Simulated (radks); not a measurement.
Values are calculated unless marked as measured or tabulated.
Task: Neutral chromium: order these configurations by energy. Level of theory: Dirac Kohn-Sham, relativistic LDA (MacDonald-Vosko exchange, VWN5 correlation), spin-unpolarised, spherical densities, finite nucleus; Fermi nuclear charge, rms radius of each element as measured or else 0.836 A^(1/3) + 0.57 fm (a radial shooting solver on a logarithmic mesh with Libxc functionals). Sub-shells are occupied by j as written (lower j first in brackets). [Ar] 3d(3/2: 3, 5/2: 0) 4s2 4p(1/2: 1, 3/2: 0); [Ar] 3d(3/2: 3, 5/2: 1) 4s1 4p(1/2: 1, 3/2: 0); [Ar] 3d(3/2: 3, 5/2: 1) 4s2; [Ar] 3d(3/2: 4, 5/2: 0) 4s1 4p(1/2: 1, 3/2: 0); [Ar] 3d(3/2: 4, 5/2: 0) 4s2; [Ar] 3d(3/2: 4, 5/2: 1) 4s1.

Result: From the lowest, in eV above it: [Ar] 3d(3/2: 4, 5/2: 0) 4s2 0.000; [Ar] 3d(3/2: 4, 5/2: 1) 4s1 0.087; [Ar] 3d(3/2: 3, 5/2: 1) 4s2 0.090; [Ar] 3d(3/2: 4, 5/2: 0) 4s1 4p(1/2: 1, 3/2: 0) 3.627; [Ar] 3d(3/2: 3, 5/2: 1) 4s1 4p(1/2: 1, 3/2: 0) 3.719; [Ar] 3d(3/2: 3, 5/2: 0) 4s2 4p(1/2: 1, 3/2: 0) 6.964.
